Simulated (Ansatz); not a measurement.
# Relaxing a trial structure of AlClFSi2+

The starting geometry of this gas-phase singlet was optimised with GFN2-xTB.

```json
{"atom": "Al", "x (Å)": "-0.0413", "y (Å)": "0.4753", "z (Å)": "-1.0342"}
{"atom": "Cl", "x (Å)": "2.0410", "y (Å)": "-2.9700", "z (Å)": "-0.0570"}
{"atom": "F", "x (Å)": "0.2175", "y (Å)": "1.3149", "z (Å)": "-2.4282"}
{"atom": "Si", "x (Å)": "-0.9289", "y (Å)": "-0.2106", "z (Å)": "1.1118"}
{"atom": "Si", "x (Å)": "0.6929", "y (Å)": "-1.5738", "z (Å)": "0.3248"}
```

Question: Where would you expect an optimisation with r2SCAN-D4/def2-SVP to take it?

Answer: It keeps its bonds.

The energy falls by 0.14 eV over 6 steps:

| step | E − E(last) (eV) |
| --- | --- |
| 1 | 0.138 |
| 2 | 0.008 |
| 3 | 0.001 |
| 4 | 0.001 |
| 5 | 0.000 |
| 6 | 0.000 |

Final geometry (Å):

```xyz
5

Al   -0.0723    0.5069   -1.0259
Cl    2.0305   -2.9899   -0.0097
F     0.1993    1.3268   -2.4141
Si   -0.8509   -0.2480    1.0463
Si    0.6745   -1.5600    0.3206
```

Frequencies at the end are all real (lowest 72 cm⁻¹). Run with Ansatz 0.2.0, 25 s on 1 thread of AMD EPYC 7R43 64-Core Processor (Zen 3), with other jobs on the host.
